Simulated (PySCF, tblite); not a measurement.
C7H12F2Si.
Structure used (GFN2-xTB), in Å, numbered top down from 1:
```
atom  x, y, z in Å
C1     3.2785   -0.4185    0.4530
Si2    2.0570    1.0147    0.2378
C3     0.3134    0.3033    0.0169
C4     0.0539   -0.9762   -0.2220
C5    -1.3162   -1.5400   -0.4533
F6    -1.4374   -2.7470    0.2210
C7    -2.4155   -0.5875    0.0009
C8    -2.1035    0.8112   -0.5171
C9    -0.8067    1.2982    0.1182
F10   -0.4190    2.4879   -0.4839
H11    4.2709   -0.0389    0.6718
H12    2.9903   -1.0743    1.2693
H13    3.3527   -1.0213   -0.4471
H14    2.0404    1.8579    1.4403
H15    2.3918    1.8144   -0.9439
H16    0.8512   -1.7031   -0.2671
H17   -1.4325   -1.7960   -1.5184
H18   -2.4414   -0.5844    1.0932
H19   -3.3853   -0.9300   -0.3625
H20   -1.9734    0.7921   -1.6016
H21   -2.9160    1.5008   -0.2834
H22   -0.9635    1.5560    1.1763
```

Jobs on this species (22 atoms, 86 electrons) with PySCF (density fitting) and tblite. Hardware of each: an Arm Neoverse V2 with one thread (shared host). Other jobs ran on the host; a repeat could differ by tens of per cent or more.

| level and settings | work | basis functions | SCF cycles | wall time |
| --- | --- | --- | --- | --- |
| GFN2-xTB | Hessian by finite differences | – | – | ? |
| PBE0/pcSseg-1 | shieldings, ring-centre shieldings, charges and field gradients | 237 | 13 | 61 s |
| GFN2-xTB | L-BFGS relaxation | – | – | 1.0 s |

Fill in the missing figures.

- GFN2-xTB; Hessian by finite differences: 1.0 s

What do all jobs in the table cost together?

About 63 s; the longest takes about 97 % of that, and about 61 times as long as the shortest.
